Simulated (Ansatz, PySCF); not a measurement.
The pair A = HCl (SMILES Cl) (first 2 atoms), B = C2H4 (SMILES C=C); geometry from B3LYP-D3(BJ)/def2-TZVP.
(charge 0, multiplicity 1):
```
atom    x (Å)    y (Å)   z (Å)
----  -------  -------  ------
Cl     0.3088  -0.4808  0.0035
H      0.1925  -0.2875  1.2773
C     -0.5940   0.3638  3.4588
C      0.5624  -0.2560  3.6597
H     -1.5344  -0.1739  3.4527
H     -0.6456   1.4336  3.2966
H      1.5025   0.2822  3.6696
H      0.6137  -1.3252  3.8259
```

Correlated levels freeze the cores. CBS: X⁻³ extrapolation of the correlation energy, Hartree–Fock from the larger set. MP2 and its Hartree–Fock in aug-cc-pV(T+d)Z are density fitted.

The values were computed with Ansatz (an electronic-structure program) with Gaussian orbitals; PySCF for the dispersion terms. 

The monomers are drawn apart, rigid, along the line of their centres of mass. Counterpoise-corrected interaction energies (kcal/mol):

```
level                                                                 R = 4.538 Å  R = 5.502 Å
--------------------------------------------------------------------  -----------  -----------
PBE/def2-TZVPPD                                                           -1.4161      -0.5087
PBE-D3(BJ)/def2-TZVPPD                                                    -1.8308      -0.6483
wB97M-V/def2-TZVPPD                                                       -1.5526      -0.5957
MP2/CBS(aug-cc-pV(D+d)Z, aug-cc-pV(T+d)Z) + ΔCCSD(T)/aug-cc-pV(D+d)Z      -1.5305      -0.5778
```

R is the distance of the centres of mass. Find the local exponent m of E ∝ R⁻ᵐ between the two points.


m = ln(E₁/E₂)/ln(R₂/R₁): PBE/def2-TZVPPD 5.3; PBE-D3(BJ)/def2-TZVPPD 5.4; wB97M-V/def2-TZVPPD 5.0; MP2/CBS(aug-cc-pV(D+d)Z, aug-cc-pV(T+d)Z) + ΔCCSD(T)/aug-cc-pV(D+d)Z 5.1. For scale, two fixed dipoles give m = 3, dipole and quadrupole 4, quadrupoles 5, and dispersion or dipole-induced dipole 6 at long range; at these distances several terms mix, and what is left of overlap and damping shifts m, so it need not match one of them.
